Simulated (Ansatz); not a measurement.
Start from `C[SiH2][SiH](O)O` and change one atom or group to get `C[SiH](O)[SiH](O)O`.

Ansatz, PBE0-D4/def2-TZVP geometries, multiplicity 1. Each molecule was computed in one conformer, which needn't be the lowest.

```tsv
property	`C[SiH2][SiH](O)O`
HOMO energy (PBE0/def2-TZVPP) / eV	-7.61
HOMO–LUMO gap (PBE/def2-TZVPP) / eV	5.37
size of the dipole moment (ωB97M-V/def2-TZVPP) / D	1.56
HOMO energy (PBE/def2-TZVPP) / eV	-6.39
LUMO energy (ωB97M-V/def2-TZVPP) / eV	1.37
LUMO energy (B3LYP/def2-TZVPP) / eV	-0.45
```

(1) What does the change do to each property? (An estimate is asked.)

Results:

(1) The calculation gave: 
```
                                          property  `C[SiH](O)[SiH](O)O`  shift
                HOMO energy (PBE0/def2-TZVPP) / eV                 -7.53   0.08
               HOMO–LUMO gap (PBE/def2-TZVPP) / eV                  5.26  -0.11
size of the dipole moment (ωB97M-V/def2-TZVPP) / D                  1.53  -0.03
                 HOMO energy (PBE/def2-TZVPP) / eV                 -6.30   0.09
             LUMO energy (ωB97M-V/def2-TZVPP) / eV                  1.48   0.11
               LUMO energy (B3LYP/def2-TZVPP) / eV                 -0.41   0.04
```

Dipoles are sizes alone; their direction can turn.

Positive LUMOs are unbound, so they and the gaps depend on the basis.

B3LYP here is the variant with VWN-RPA as its local correlation; programs differ in this.
